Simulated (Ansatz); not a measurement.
C4H10O3 (`OCCOCCO`): the same geometry under several functionals.

```yaml
crystal:
  periodic: [false, false, false]
  atoms:
    - {symbol: O, position_ang: [-0.483108, -1.061399, -2.461664]}
    - {symbol: C, position_ang: [-0.036404, -1.759914, -1.325517]}
    - {symbol: C, position_ang: [-0.855664, -1.395302, -0.106628]}
    - {symbol: O, position_ang: [-0.852356, -0.000171, 0.118131]}
    - {symbol: C, position_ang: [0.308886, 0.484429, 0.745716]}
    - {symbol: C, position_ang: [0.108390, 1.958752, 1.029331]}
    - {symbol: O, position_ang: [1.225256, 2.518629, 1.680169]}
    - {symbol: H, position_ang: [-0.687301, -0.166522, -2.168461]}
    - {symbol: H, position_ang: [1.031207, -1.568747, -1.141489]}
    - {symbol: H, position_ang: [-0.143639, -2.828973, -1.528576]}
    - {symbol: H, position_ang: [-0.492101, -1.932120, 0.780611]}
    - {symbol: H, position_ang: [-1.900779, -1.666244, -0.275614]}
    - {symbol: H, position_ang: [1.197822, 0.348430, 0.110229]}
    - {symbol: H, position_ang: [0.492282, -0.051337, 1.687533]}
    - {symbol: H, position_ang: [-0.742746, 2.086775, 1.700702]}
    - {symbol: H, position_ang: [-0.128269, 2.483392, 0.094544]}
    - {symbol: H, position_ang: [1.958537, 2.550312, 1.060962]}
basis:
  gaussian: {orbitals: def2-TZVPP}
hamiltonian: {xc: lda}
output: {orbitals: {seedname: orbitals}}
```

```sh
$ ansatz run in.yaml --threads 2 --pin off --events-out ev --progress --plain --max-ram 32768MiB --backend cuda --devices 0, --max-vram 18GiB
```

It prints (some lines left out):

```
Functional definition: SPW92
1763 factors; their error is unknown
mean field evaluation 1: about -10353.6048 eV, gradient 9.4e1 eV
mean field evaluation 2: about -10317.8909 eV, gradient 1.6e2 eV
mean field evaluation 4: about -10371.4260 eV, gradient 1.3e1 eV
mean field evaluation 8: about -10371.7455 eV, gradient 3.7e-1 eV
mean field evaluation 16: about -10371.6988 eV, gradient 2.8e-4 eV
mean field -10371.69875500 eV, -381.1528990563 hartree, gradient 6.8e-5 eV, S^2 0.000000; 0 other end points of the search recorded, 0 dependent functions left out
reference -10371.69880085 eV, -381.1529007413 hartree; 29, 29 occupied and 328, 328 virtual orbitals, 1763 factors
Total energy: -10371.69880085 eV, -381.1529007413 hartree
```

It took 6.5 s on 2 threads of an AMD EPYC 7R13 on a shared host and a share of an NVIDIA H100 80 GB, with 0.86 GiB of host memory at the peak.

With the line `hamiltonian: {xc: {name: revPBE}, dispersion: d4}` (abridged; 5 s):

```
Functional definition: revPBE
mean field evaluation 16: about -10452.3904 eV, gradient 3.2e-4 eV
mean field -10452.39043677 eV, -384.1182636664 hartree, gradient 8.1e-5 eV, S^2 0.000000
Total energy: -10453.47009273 eV, -384.1579402913 hartree
```

Changing it to `hamiltonian: {xc: pbe0, dispersion: d4}` (abridged; 6.5 s):

```
Functional definition: PBE0
mean field evaluation 16: about -10444.0976 eV, gradient 1.2e-4 eV
mean field -10444.09761754 eV, -383.8135081811 hartree, gradient 2.8e-5 eV, S^2 0.000000
Total energy: -10444.35586754 eV, -383.8229986935 hartree
```

Changing it to `hamiltonian: {xc: {name: B97M-V}}` (abridged; 7 s):

```
Functional definition: B97M-V
mean field evaluation 16: about -10453.9698 eV, gradient 4.9e-3 eV
mean field -10453.96980444 eV, -384.1763043581 hartree, gradient 8.4e-5 eV, S^2 0.000000
Total energy: -10453.96987093 eV, -384.1763068012 hartree
```

With the line `hamiltonian: {xc: hse06, dispersion: d4}` (abridged; 6.5 s):

```
Functional definition: HSE06
mean field evaluation 16: about -10443.5630 eV, gradient 6.2e-4 eV
mean field -10443.56304347 eV, -383.7938629464 hartree, gradient 4.2e-5 eV, S^2 0.000000
Total energy: -10443.80067401 eV, -383.8025957073 hartree
```

Changing it to `hamiltonian: {xc: {name: PBE-QIDH}}` (abridged; 8.5 s):

```
Functional definition: PBE-QIDH
mean field evaluation 16: about -10428.4336 eV, gradient 1.9e-4 eV
mean field -10428.43364110 eV, -383.2378676643 hartree, gradient 7.2e-6 eV, S^2 0.000000
7 core orbitals not correlated: weight in the atoms' cores, before any rotation towards them, 1.000 or more for the frozen orbitals, at most 0.000 for the correlated occupied ones
second order -42.80852635 eV of doubles, -0.00000000 eV of singles
Total energy: -10442.70316419 eV, -383.7622629657 hartree
```

HSE06 is the plane-wave form, built on full-range PBE exchange.
